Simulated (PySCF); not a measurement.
# Ba⁺ (barium, charge +1): UHF calculation

Configuration: [Xe] 5d1, 2D determinant (an excited configuration). Computed with PySCF 2.14 in aug-cc-pVTZ-X2C, with the spin-free X2C one-electron Hamiltonian (Gaussian nucleus).

- Total energy: -8131.448408 hartree
- One-electron energy: -11092.4771 hartree
- Hartree (Coulomb) energy: 3157.9659 hartree
- Exchange energy: -196.9372 hartree
- ⟨S²⟩: 0.7519
- ⟨L²⟩: 6.013
- Sum of ⟨r⟩: 37.73 bohr
- Sum of ⟨r²⟩: 58.44 bohr²
- Traceless quadrupole moment −½Σ⟨3z² − r²⟩ along its main axis: 3.71 e·bohr²
- Langevin diamagnetic susceptibility: -46.3 ×10⁻⁶ cm³/mol

```tsv
shell	electrons	mean orbital energy (eV)	spread (eV)	rms radius, mean of both spins (bohr)
1s β	1	-37625.7	0	0.0292
1s α	1	-37625.7	0	0.0292
2s α	1	-6056.4	0	0.119
2s β	1	-6056.3	0	0.119
2p α	3	-5429.2	0.002	0.106
2p β	3	-5429.2	0.035	0.106
3s α	1	-1326.7	0	0.311
3s β	1	-1326.7	0	0.311
3p α	3	-1120.3	0.060	0.311
3p β	3	-1120.3	0.076	0.311
3d α	5	-818.32	0.106	0.289
3d β	5	-818.29	0.083	0.289
4s α	1	-282.43	0	0.715
4s β	1	-282.38	0	0.715
4p α	3	-212.94	0.116	0.761
4p β	3	-212.89	0.197	0.761
4d α	5	-108.35	0.247	0.862
4d β	5	-108.27	0.255	0.862
5s α	1	-47.117	0	1.77
5s β	1	-46.741	0	1.77
5p α	3	-28.465	0.283	2.06
5p β	3	-27.741	0.693	2.06
5d α	1	-8.764	0	3.62
```

Spin-orbit coupling, absent here, splits the open shell strongly.

Densities and radii are taken from the X2C orbitals without a picture-change correction, which distorts them close to the nucleus.

Spin-orbit constants ζ (cm⁻¹) from the X2C one-electron operator on these orbitals: bare nucleus, nucleus screened by l(l+1)(2l+1)/3 electrons, and screened by the Breit-Pauli mean field of the electrons.

```
shell     bare  screened nucleus  mean field
   2p  2016000           1944000         n/a
   3p   394700            380600         n/a
   3d    60770             49920         n/a
   4p    79430             76590         n/a
   4d     9825              8071         n/a
   5p     9811              9460         n/a
   5d    453.7             372.7         n/a
```

To first order the Landé constant is A = 372.7 cm⁻¹, so the lowest level has J = 3/2 and lies 0.0693 eV below the centre of the term. First order in ζ underestimates the shift of the j = l − 1/2 level at high Z.
